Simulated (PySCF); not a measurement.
Vertical excitations of a molecule C2H8InNO from TDDFT-PBE/def2-SVPD (PySCF), as energy in eV (oscillator strength): 4.18 (0.025), 4.82 (0.023), 4.99 (0.042), 5.21 (0.043), 5.54 (0.014), 5.62 (0.110), 5.66 (0.053), 5.86 (0.058), 5.92 (0.011), 6.09 (0.016). Lowest triplet (TDA): 3.72 eV. Geometry: B3LYP-D3(BJ)/def2-SVP. The def2 effective core potentials stand for the cores of In; spin–orbit coupling is left out. Other conformers were not sampled.

### Question
Identify the compound among the candidates.
(A) C[N](C)[InH][OH]
(B) C[O][In]([CH3])[NH2]
(C) CC[O][InH][NH2]
(D) C[CH2][In]([NH2])[OH]

### Answer
D, C[CH2][In]([NH2])[OH]
